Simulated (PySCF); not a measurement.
Vertical excitations of a molecule CH11NOSi3 from TDA-CAM-B3LYP/def2-SVPD run with PySCF, as energy in eV (oscillator strength): 6.47 (0.004), 7.34 (0.022), 7.50 (0.002), 7.69 (0.041), 7.71 (0.022), 7.81 (0.015). Lowest triplet (TDA): 6.12 eV. Geometry optimised at TPSSh-D3(BJ)/def2-SVP. One conformer was computed; it need not be the lowest.

Problem. Which molecule gave these data?
A. C[SiH2][Si@@H](N)O[SiH3]
B. CO[Si](N)([SiH3])[SiH3]
C. C[SiH2]O[Si@@H](N)[SiH3]
D. O[SiH2]C[SiH2]N[SiH3]

Solution. D, O[SiH2]C[SiH2]N[SiH3]
